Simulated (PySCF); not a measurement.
## Ta²⁺: excitation energy

Ta²⁺ [Xe] 4f14 5d3 (4F) → Ta²⁺ [Xe] 4f14 5d2 6s1 (4F), as a difference of total energies. Computed with PySCF 2.14 in aug-cc-pwCVDZ-PP with ECP60MDF (6s6p5d3f, 70 functions), with scalar relativity through the core potential. Correlated levels: valence: 5s2 5p6 frozen; valence and next inner shell: nothing frozen outside the core potential. The calculations carry no spin-orbit coupling.

| method | excitation energy (cm⁻¹) |
| --- | --- |
| UHF | 6320.1 |
| LDA | 4236.9 |
| PBE | 5677.1 |
| PBE0 | 6770.5 |
| wB97X-V | 6897.0 |
| CAM-B3LYP | 5621.4 |
| PW91 | 5636.8 |
| r2SCANh | 6657.7 |
| MP2 (valence) | 6661.8 |
| SCS-MP2 (valence) | 6434.0 |
| MP2 (valence and next inner shell) | 4510.0 |

Question: Estimate what r2SCAN gives.

Answer: 6378.7 cm⁻¹, closest to SCS-MP2 (valence) among the rows shown.

Question: Estimate what SCS-MP2 (valence and next inner shell) gives.

Answer: 4858.9 cm⁻¹, closest to MP2 (valence and next inner shell) among the rows shown.
